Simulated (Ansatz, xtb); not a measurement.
**C6H3NO2: which of two isomers lies lower**

Structure I is `N#Cc1ccc(=O)oc1`, a singlet and structure II is `N#Cc1ccoc(=O)c1`, a singlet. Both are isolated molecules in the gas phase, relaxed with B3LYP-D3(BJ)/def2-SVP.

I (Å):

```yaml
atoms:
  - { symbol: C, position_ang: [-1.7506, -0.1565, -0.9226] }
  - { symbol: C, position_ang: [-0.9859, 0.7660, -0.1441] }
  - { symbol: C, position_ang: [-1.5694, 1.5057, 0.9505] }
  - { symbol: C, position_ang: [-0.8125, 2.3740, 1.6684] }
  - { symbol: C, position_ang: [0.5945, 2.5940, 1.3724] }
  - { symbol: C, position_ang: [0.3379, 0.9782, -0.4162] }
  - { symbol: N, position_ang: [-2.3837, -0.9029, -1.5469] }
  - { symbol: O, position_ang: [1.3672, 3.3224, 1.9201] }
  - { symbol: O, position_ang: [1.0855, 1.8222, 0.2769] }
  - { symbol: H, position_ang: [-2.6243, 1.3542, 1.1882] }
  - { symbol: H, position_ang: [-1.2177, 2.9495, 2.5009] }
  - { symbol: H, position_ang: [0.8819, 0.4746, -1.2189] }
```

II (Å):

```yaml
atoms:
  - { symbol: C, position_ang: [-1.6018, 0.1509, -1.1409] }
  - { symbol: C, position_ang: [-0.9635, 0.9516, -0.1327] }
  - { symbol: C, position_ang: [-1.7545, 1.4960, 0.9428] }
  - { symbol: C, position_ang: [-1.1135, 2.2446, 1.8716] }
  - { symbol: C, position_ang: [1.0487, 2.0041, 0.8194] }
  - { symbol: C, position_ang: [0.3816, 1.1957, -0.1915] }
  - { symbol: N, position_ang: [-2.1305, -0.4937, -1.9473] }
  - { symbol: O, position_ang: [0.1988, 2.4948, 1.8325] }
  - { symbol: O, position_ang: [2.2118, 2.2846, 0.8731] }
  - { symbol: H, position_ang: [-2.8255, 1.3147, 1.0092] }
  - { symbol: H, position_ang: [-1.6015, 2.7098, 2.7307] }
  - { symbol: H, position_ang: [1.0110, 0.8014, -0.9886] }
```

Quicker runs give these differences E(II) − E(I): GFN2-xTB +0.87 kcal/mol; HF/STO-3G +2.54 kcal/mol (at GFN2-xTB geometries); r2SCAN-D4/def2-SVP +1.43 kcal/mol (at GFN2-xTB geometries).

Problem. Estimate E(II) − E(I) at the level CCSD(T)/def2-SVP + ΔMP2/def2-TZVPP.

Solution. Calculated at CCSD(T)/def2-SVP + ΔMP2/def2-TZVPP: E(II) − E(I) = +1.18 kcal/mol, so structure I lies lower.

The same difference at several levels:

```
                             level               geometry  E(II) − E(I) (kcal/mol)  departure from the last row (kcal/mol)  job, with rough time for the two
                          GFN2-xTB               GFN2-xTB                     +0.87                                   −0.31              optimisation, 0.14 s
                         HF/STO-3G               GFN2-xTB                     +2.54                                   +1.36               single point, 0.4 s
                r2SCAN-D4/def2-SVP               GFN2-xTB                     +1.43                                   +0.25               single point, 3.8 s
             B3LYP-D3(BJ)/def2-SVP  B3LYP-D3(BJ)/def2-SVP                     +1.64                                   +0.46                optimisation, 33 s
                       HF/def2-SVP  B3LYP-D3(BJ)/def2-SVP                     +2.87                                   +1.69           part of the CCSD(T) run
                      MP2/def2-SVP  B3LYP-D3(BJ)/def2-SVP                     +0.44                                   −0.74           part of the CCSD(T) run
                  CCSD(T)/def2-SVP  B3LYP-D3(BJ)/def2-SVP                     +1.20                                   +0.02                      single point
CCSD(T)/def2-SVP + ΔMP2/def2-TZVPP  B3LYP-D3(BJ)/def2-SVP                     +1.18                                                        single point, 94 s
```

As drawn, both hold the same kinds of bond in the same numbers.

MP2/def2-SVP finds them nearly level. The largest departure from CCSD(T)/def2-SVP + ΔMP2/def2-TZVPP is that of HF/def2-SVP, 1.69 kcal/mol. The last row adds to CCSD(T) the change of the MP2 difference between the two basis sets, here −0.02 kcal/mol.

With thermal terms from frequencies at re-optimised GFN2-xTB minima (ideal gas, soft modes damped towards free rotors, one conformer each, 298.15 K, 1 atm): on the last row, ΔE + ΔZPE = +1.17, ΔH = +1.17, ΔG = +1.12 kcal/mol.

The correlated steps freeze 9 core orbitals. Programs: Ansatz 0.2.0, xtb 6.7.1; the last row on 4 threads of Arm Neoverse V1 on a shared host.
